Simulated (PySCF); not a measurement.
The numbers are results of PySCF 2.14.0 with PBE-D3(BJ)/def2-TZVP, not measurements. Gas-phase values, no solvent. One relaxed conformer stands for a flexible species; it need not be the lowest. Delta-SCF ions had no search for a lower state. Excitations are Tamm–Dancoff values on a coarser integration grid. The basis has no diffuse functions, so Rydberg states are missing or too high.

Reference species (SMILES): `C=C/C=C\[SiH3]` (C–C–C–C torsion 180°) (neutral, multiplicity 1).

| Quantity | Value |
|---|---|
| HOMO | -6.00 eV |
| vertical ionisation energy (Delta-SCF) | 8.75 eV |
| S1–T1 gap (TDA) | 2.46 eV |

Changed species: `C=C/C=C/[SiH3]` (C–C–C–C torsion 180°).

Task: Give the shifts of the HOMO, vertical ionisation energy (Delta-SCF) and S1–T1 gap (TDA).

Result: the HOMO is nearly the same; the vertical ionisation energy (Delta-SCF) drops by 0.05 eV, to 8.70 eV; the S1–T1 gap (TDA) increases by 0.14 eV, to 2.60 eV.
